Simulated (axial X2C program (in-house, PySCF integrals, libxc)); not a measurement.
# Which molecule has these constants?

Computed with an in-house relativistic program for diatomic molecules, spin-free (one-electron X2C) or two-component (2c: spin–orbit coupling with atomic mean-field Coulomb and Gaunt terms, which also bring small scalar terms), in Dyall basis sets with cores contracted in-house; open shells are unrestricted.

A two-component PBE0 calculation in a Dyall 3-zeta basis gave Re = 1.702 Å, ωe = 1016.3 cm⁻¹, De = 5.65 eV, Ω = 0.

Which molecule is it?
A. AsC⁻
B. AsO⁻
C. AsF⁻
D. BAs⁻
E. LiAs⁻

A. The others have AsF⁻ 1.835 Å and 537.5 cm⁻¹ (Ω = 3/2); AsO⁻ 1.678 Å and 856.7 cm⁻¹ (Ω = 1); BAs⁻ 1.793 Å and 883.4 cm⁻¹ (Ω = 1/2); LiAs⁻ 2.508 Å and 333.8 cm⁻¹ (Ω = 3/2).

Each entry is the lowest single determinant of a limited PBE0 search at one distance. De goes to single-determinant-based atoms at the same level (for ions the charge split of lowest energy) and is withheld (n/a) where an atom does not fit its ground term or J level. Main or longest-lived isotopes. One determinant is a doubtful description, or other states lie close, for AsO⁻, LiAs⁻; these need not be ground states, and all values refer to the states named. Some open-shell Ω = 0 determinants are out of reach, so the Ω given for AsO⁻ need not be the lowest component. With several unpaired electrons the Ω given is that of one determinant, not necessarily of the lowest component. Some light 2c atoms are not at their ground J level, so De misses part of their lowering (0.04 eV or less). The functionals have no current term, which raises determinants with orbital currents.
